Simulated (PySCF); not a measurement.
C3H6Ge.
Numbering: `[GeH3:1][CH:2]1[CH:3]=[CH:4]1` (hydrogens: H5, H6, H7 on Ge1; H8 on C2; H9 on C3; H10 on C4)

Method: PySCF, PBE0-D3(BJ)/def2-SVP geometry optimisation, gas phase; density fitting, grid level 1; the optimiser is geomeTRIC in internal coordinates, started from a GFN2-xTB structure with every atom displaced at random (about 0.01 Å).

Step 1: E = -59703.6243 eV
```
atom  x, y, z in Å  |  force x, y, z in eV/Å
Ge1     1.5043    0.1108   -0.2233    0.115  -0.372  -0.026
C2     -0.4170    0.4840   -0.1022    0.074   0.190   0.072
C3     -1.4182   -0.6255   -0.2439   -1.002  -0.559  -1.065
C4     -1.3727   -0.0877    0.9198    0.550   0.285   1.122
H5      1.8975    0.2810   -1.7165    0.059  -0.017   0.151
H6      1.7358   -1.3875    0.1857   -0.018   0.421  -0.077
H7      2.4323    1.0301    0.6239   -0.217  -0.114  -0.083
H8     -0.6804    1.4757   -0.5113    0.016  -0.010  -0.075
H9     -1.9767   -1.2898   -0.9221    0.495   0.191   0.195
H10    -1.6695   -0.0227    1.9679   -0.070  -0.014  -0.214
```

Step 2: E = -59703.6719 eV
```
atom  x, y, z in Å  |  force x, y, z in eV/Å
Ge1     1.4820    0.0998   -0.2294    0.032  -0.060  -0.164
C2     -0.4322    0.5003   -0.1310    0.116  -0.075   0.023
C3     -1.4415   -0.6111   -0.2558   -0.466   0.161   0.154
C4     -1.3250   -0.0977    0.9300    0.209  -0.082  -0.150
H5      1.9421    0.2475   -1.6970    0.067  -0.010   0.012
H6      1.7084   -1.3640    0.2167   -0.019   0.074   0.003
H7      2.3583    1.0301    0.6337   -0.034   0.031   0.039
H8     -0.6994    1.4919   -0.5395   -0.005  -0.003   0.058
H9     -1.9850   -1.2661   -0.9364    0.207  -0.037   0.033
H10    -1.5722   -0.0624    1.9868   -0.106   0.002  -0.007
```

Step 3: E = -59703.6839 eV
```
atom  x, y, z in Å  |  force x, y, z in eV/Å
Ge1     1.4887    0.0950   -0.2476   -0.067   0.011  -0.073
C2     -0.4300    0.4834   -0.1355    0.007  -0.085  -0.062
C3     -1.4734   -0.6041   -0.2509   -0.097   0.292   0.185
C4     -1.3203   -0.1019    0.9347    0.158  -0.082  -0.158
H5      1.9923    0.2412   -1.6997    0.003   0.003  -0.004
H6      1.7266   -1.3505    0.2182    0.021  -0.094   0.033
H7      2.3215    1.0439    0.6349    0.010   0.050   0.040
H8     -0.6889    1.4803   -0.5343   -0.019   0.029   0.057
H9     -2.0163   -1.2488   -0.9333    0.055  -0.139  -0.052
H10    -1.5649   -0.0703    1.9916   -0.072   0.015   0.033
```

Task: Estimate the geometry and energy of step 4. (The exact step hangs on the optimiser's Hessian estimate; all steps are aligned on step 3, rigid shifts and turns removed.)

Result: E = -59703.6883 eV, largest force 0.199 eV/Å
```
atom  x, y, z in Å  |  force x, y, z in eV/Å
Ge1     1.4845    0.0891   -0.2567   -0.011   0.045   0.012
C2     -0.4312    0.4845   -0.1428    0.008  -0.059  -0.063
C3     -1.4816   -0.5963   -0.2490   -0.052   0.190   0.025
C4     -1.3103   -0.1003    0.9347    0.056  -0.064   0.010
H5      2.0095    0.2356   -1.7009   -0.011   0.001  -0.009
H6      1.7250   -1.3551    0.2205    0.007  -0.050   0.012
H7      2.2954    1.0494    0.6393    0.017   0.008   0.002
H8     -0.6895    1.4867   -0.5289   -0.007   0.012   0.033
H9     -2.0137   -1.2503   -0.9316    0.020  -0.106  -0.023
H10    -1.5527   -0.0750    1.9935   -0.027   0.021   0.001
```

The energy changes by -0.0044 eV. The first-order estimate −F·Δx gives -0.0067 eV and the mean of the old and new forces, exact on a quadratic surface, -0.0044 eV. The step makes an angle of 72° with the force vector and moves no atom by more than 0.027 Å.

The cost below is that of the whole optimisation. Hardware: one thread of an Arm Neoverse V1, shared host. Cost: 37 s of wall time, 0.42 GiB resident at most.
